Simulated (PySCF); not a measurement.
# Sc⁺ (scandium, charge +1) across methods

[Ar] 4s2, closed-shell 1S (an excited configuration). Calculation: PySCF 2.14, in aug-cc-pVQZ-DK; scalar relativity by spin-free X2C-1e.

| method | E (hartree) | mean ε 3s (eV) | mean ε 3p (eV) | mean ε 4s (eV) | Σ⟨r²⟩ (bohr²) | ⟨S²⟩ |
| --- | --- | --- | --- | --- | --- | --- |
| r2SCAN | -763.809 | -69.609 | -46.912 | -11.365 | 35.88 | 0.000 |
| BLYP | -763.899 | -67.296 | -45.658 | -11.197 | 35.33 | 0.000 |
| PBE | -763.642 | -67.582 | -45.875 | -11.310 | 35.42 | 0.000 |
| UHF | -763.01441 | -83.465 | -55.185 | -13.313 | 36.74 | 0.000 |
| TPSS | -763.881 | -68.412 | -46.226 | -11.307 | 35.64 | 0.000 |
| BHandHLYP | -763.883 | -75.860 | -50.892 | -12.592 | 35.71 | 0.000 |
| LDA | -761.880 | -67.310 | -45.874 | -11.463 | 35.14 | 0.000 |
| PBE0 | -763.682 | -71.870 | -48.503 | -12.014 | 35.57 | 0.000 |
